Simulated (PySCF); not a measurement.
# SMILES S=CB1NBNBN1, CH6B3N3S

Molfile (atoms numbered from 1):
```
CH6B3N3S
     RDKit          3D

 14 14  0  0  0  0  0  0  0  0999 V2000
   -2.2872   -2.7287   -0.6797 S   0  0  0  0  0  0  0  0  0  0  0  0
   -2.1678   -1.2091   -0.1232 C   0  0  0  0  0  0  0  0  0  0  0  0
   -0.7988   -0.4170   -0.0286 B   0  0  0  0  0  0  0  0  0  0  0  0
    0.4149   -1.0260   -0.4462 N   0  0  0  0  0  0  0  0  0  0  0  0
    1.6701   -0.3578   -0.3792 B   0  0  0  0  0  0  0  0  0  0  0  0
    1.6692    0.9775    0.1328 N   0  0  0  0  0  0  0  0  0  0  0  0
    0.4854    1.6415    0.5661 B   0  0  0  0  0  0  0  0  0  0  0  0
   -0.7439    0.9169    0.4739 N   0  0  0  0  0  0  0  0  0  0  0  0
   -3.0940   -0.7045    0.2068 H   0  0  0  0  0  0  0  0  0  0  0  0
    0.3466   -1.9765   -0.7991 H   0  0  0  0  0  0  0  0  0  0  0  0
    2.6935   -0.8911   -0.7376 H   0  0  0  0  0  0  0  0  0  0  0  0
    2.5491    1.4731    0.1903 H   0  0  0  0  0  0  0  0  0  0  0  0
    0.5149    2.7713    0.9950 H   0  0  0  0  0  0  0  0  0  0  0  0
   -1.5969    1.3699    0.7768 H   0  0  0  0  0  0  0  0  0  0  0  0
  1  2  2  0
  2  3  1  0
  3  4  1  0
  4  5  1  0
  5  6  1  0
  6  7  1  0
  7  8  1  0
  8  3  1  0
  2  9  1  0
  4 10  1  0
  5 11  1  0
  6 12  1  0
  7 13  1  0
  8 14  1  0
M  END
```

The calculation used quadratic response CAM-B3LYP/aug-cc-pVDZ first hyperpolarisability, Taylor convention, gas phase in PySCF. Geometry: PBE0-D3(BJ)/def2-SVP.

**Question.** Give the tensor of the second harmonic β(−2ω;ω,ω) at 1907 nm in the axes of these coordinates.

**Answer.** In au, Taylor convention; rows are the first index (the induced dipole):
|  | xx | yy | zz | xy | xz | yz |
| --- | --- | --- | --- | --- | --- | --- |
| x | +156.5 | +140.6 | +3.7 | +162.6 | +37.4 | +30.3 |
| y | +164.0 | +183.3 | +16.5 | +142.1 | +30.8 | +45.3 |
| z | +37.9 | +45.9 | +9.2 | +30.8 | +3.8 | +15.6 |

Norm of βᵢ = ⅓ Σⱼ (βᵢⱼⱼ + βⱼᵢⱼ + βⱼⱼᵢ): 480.5 au, hyper-Rayleigh value 195.2 au.
